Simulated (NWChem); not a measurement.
Species: HSeSF; SMILES F[Se]S

```xyz
4

Se    -0.4233     0.4466    -0.0076
F      1.1042     1.3504    -0.0136
S      0.2529    -1.5957    -0.0560
H      0.4098    -1.8067     1.2760
```
Atoms are numbered in this order, from 1.

Structure relaxed at the PBE0/def2-SVP level.

Problem. List the 4 lowest vertical singlet excitations from CAM-B3LYP/def2-SVPD, TDA (NWChem).

Solution. 
```csv
state,energy (eV),oscillator strength,leading excitation (squared amplitude)
S1,3.57,0.001,HOMO → LUMO (0.92)
S2,4.31,0.003,HOMO → LUMO+1 (0.90)
S3,5.52,0.002,HOMO−1 → LUMO+1 (0.80)
S4,5.85,0.024,HOMO−1 → LUMO (0.71)
```
